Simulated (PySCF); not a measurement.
C2H5O2, SMILES O[CH]CO, multiplicity 2. Atoms are numbered in the order given.

```xyz
9

O      1.4366    -0.0156    -0.3426
C      0.4828    -0.7385     0.3249
C     -0.9055    -0.3213    -0.0185
O     -1.1100     1.0679     0.1342
H      2.3170    -0.2964    -0.0641
H      0.7158    -1.7806     0.5799
H     -1.1501    -0.6387    -1.0627
H     -1.6161    -0.8463     0.6407
H     -0.3430     1.5019    -0.2650
```
Charge 0, spin multiplicity 2.

Geometry optimised at B3LYP-D3(BJ)/def2-SVP. The isomer is the one that the SMILES or the coordinates give; other isomers of the formula were not compared. One conformer was computed; it need not be the lowest.

The numbers are results of B3LYP/pcH-1 run with PySCF, not measurements.

Unrestricted Kohn–Sham, ⟨S²⟩ = 0.753. Hyperfine tensors hold the contact and dipolar terms, without spin-orbit corrections.

Computed hyperfine couplings:
```tsv
nucleus	A(iso) (MHz)	A(iso) (G)	dipolar principal values (MHz)
17O no. 1	-17.9	-6.4	-63.8, 30.8, 33.1
13C no. 2	175.2	62.5	-76.7, -75.2, 151.9
13C no. 3	-28.1	-10.0	-2.8, -1.8, 4.6
17O no. 4	-8.7	-3.1	-5.9, 2.8, 3.1
1H no. 5	-6.4	-2.3	-13.3, -9.8, 23.1
1H no. 6	-30.1	-10.7	-33.5, -2.6, 36.2
1H no. 7	105.7	37.7	-5.3, -2.2, 7.5
1H no. 8	16.9	6.0	-6.3, -4.1, 10.4
1H no. 9	-2.0	-0.7	-4.6, -2.8, 7.3
```

Q: And the g tensor (effective nuclear charges for spin-orbit coupling, GIAO)? (The exact figures need the calculation; the answer reports its results.)

A: principal values 2.0021, 2.0029, 2.0043; isotropic 2.0031.
